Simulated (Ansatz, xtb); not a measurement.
## Ligand exchange: CH3I + NaI → I2 + CH3Na

Species: CH3I (methyl iodide) `CI`, singlet; NaI (Sodium Iodide), singlet; I2 (iodine), singlet; CH3Na `[CH3][Na]`, singlet. The partners trade CH3 for I: I–CH3 and Na–I bonds give way to I–I and Na–CH3.

Shapes, held fixed at every level: PBE0-D4/def2-TZVP. Programs: Ansatz 0.2.0, xtb 6.7.1. The zero-point and thermal change to 298 K, harmonic and unscaled (PBE0-D4/def2-TZVP), is -8.8 kJ/mol.

```json
{"level": "GFN0-xTB", "kind": "semi-empirical", "ΔH(298 K) (kJ/mol)": "+108.3", "less CCSD(T)/def2-TZVPP": "-152.5", "CPU time (sum over the molecules)": "0.21 s"}
{"level": "r2SCAN-D4/def2-TZVPP", "kind": "meta-GGA", "ΔH(298 K) (kJ/mol)": "+256.8", "less CCSD(T)/def2-TZVPP": "-4.0", "CPU time (sum over the molecules)": "15 s"}
{"level": "B3LYP-D4/def2-TZVPP", "kind": "global hybrid", "ΔH(298 K) (kJ/mol)": "+234.9", "less CCSD(T)/def2-TZVPP": "-25.9", "CPU time (sum over the molecules)": "12 s"}
{"level": "BHLYP-D4/def2-TZVPP", "kind": "global hybrid", "ΔH(298 K) (kJ/mol)": "+259.4", "less CCSD(T)/def2-TZVPP": "-1.4", "CPU time (sum over the molecules)": "11 s"}
{"level": "PBE0-D4/def2-TZVPP", "kind": "global hybrid", "ΔH(298 K) (kJ/mol)": "+248.9", "less CCSD(T)/def2-TZVPP": "-11.9", "CPU time (sum over the molecules)": "8.4 s"}
{"level": "wB97X-V/def2-TZVPP", "kind": "range-separated hybrid", "ΔH(298 K) (kJ/mol)": "+260.9", "less CCSD(T)/def2-TZVPP": "+0.1", "CPU time (sum over the molecules)": "31 s"}
{"level": "B2PLYP/def2-TZVPP", "kind": "double hybrid", "ΔH(298 K) (kJ/mol)": "+249.8", "less CCSD(T)/def2-TZVPP": "-11.0", "CPU time (sum over the molecules)": "16 s"}
{"level": "CCSD/def2-TZVPP", "kind": "coupled cluster or CI", "ΔH(298 K) (kJ/mol)": "+266.6", "less CCSD(T)/def2-TZVPP": "+5.8", "CPU time (sum over the molecules)": "–"}
{"level": "CCSD(T)/def2-TZVPP", "kind": "coupled cluster or CI", "ΔH(298 K) (kJ/mol)": "+260.8", "less CCSD(T)/def2-TZVPP": "0.0", "CPU time (sum over the molecules)": "56 s"}
```

The highest level, CCSD(T)/def2-TZVPP, gives ΔH(298 K) = +260.8 kJ/mol; the levels span +108.3 to +266.6. GFN0-xTB strays far from the other rows. The column of differences is taken from that level and isn't an error. No measured value is set beside it here. For atoms past krypton def2 sets carry core potentials with scalar relativity. Outer-core shells of I, Na are correlated in most correlated rows, in sets that cover them unevenly. Times are processor times on shared x86 and Arm servers, and rough.
